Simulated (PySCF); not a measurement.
H5NSiSn, SMILES [SiH3][Sn][NH2] (connectivity only; charge and spin as stated), neutral, multiplicity 1.

Geometry optimised at PBE0-D3(BJ)/def2-SVP. The def2 effective core potentials stand for the cores of Sn; spin–orbit coupling is left out. The values are those of a single conformer.

Calculation: IEF-PCM-ωB97X/def2-SVP (PySCF).

The values are the electrostatic part of the solvation free energy, E(continuum) − E(gas) at the gas-phase geometry, in a cavity of scaled van der Waals radii (PySCF's table); cavitation and dispersion terms are not included. A continuum can't describe solvent molecules that bind to the metal. In vacuum the orbital gap is 7.88 eV. The dipole moment in vacuum is 1.71 D.

| solvent | ε | ΔG(elec) (kcal/mol) | dipole (D) | gap (eV) |
|---|---|---|---|---|
| water | 78.36 | -2.8 | 2.20 | 8.03 |
| chloroform | 4.71 | -1.9 | 2.06 | 7.98 |
| ethylethanoate | 5.99 | -2.1 | 2.09 | 7.99 |
